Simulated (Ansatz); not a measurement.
One change: `[SiH3][GeH2][GaH2]` becomes `[OH][GeH2][SiH3]`.

Ansatz, PBE0-D4/def2-TZVP geometries, multiplicity 1. Each molecule was computed in one conformer, which needn't be the lowest.

Scalar relativity is left out up to krypton.

| property | `[SiH3][GeH2][GaH2]` |
| --- | --- |
| size of the dipole moment (B3LYP/def2-TZVPP) / D | 0.20 |
| LUMO energy (PBE0/def2-TZVPP) / eV | -2.17 |
| LUMO energy (ωB97M-V/def2-TZVPP) / eV | -0.48 |
| size of the dipole moment (PBE/def2-TZVPP) / D | 0.18 |
| zero-point energy (PBE0-D4/def2-TZVP) / kJ/mol | 140.4 |
| HOMO–LUMO gap (ωB97M-V/def2-TZVPP) / eV | 8.89 |

(1) Give the same properties after the change, and the shifts. (Best estimate.)

## Answers

(1) Computed: 
```tsv
property	`[OH][GeH2][SiH3]`	shift
size of the dipole moment (B3LYP/def2-TZVPP) / D	1.47	1.27
LUMO energy (PBE0/def2-TZVPP) / eV	-0.39	1.78
LUMO energy (ωB97M-V/def2-TZVPP) / eV	1.36	1.84
size of the dipole moment (PBE/def2-TZVPP) / D	1.33	1.15
zero-point energy (PBE0-D4/def2-TZVP) / kJ/mol	141.6	1.2
HOMO–LUMO gap (ωB97M-V/def2-TZVPP) / eV	11.26	2.37
```

With PBE0 the HOMO falls by 0.37 eV and the LUMO rises by 1.78 eV, so the gap widens by about 2.15 eV. PBE moves the HOMO by -0.05 eV and ωB97M-V by -0.53 eV. The zero-point energy changes by 1.2 kJ/mol with -3 modes. Dipoles are sizes alone; their direction can turn.

B3LYP here is the variant with VWN-RPA as its local correlation; programs differ in this.
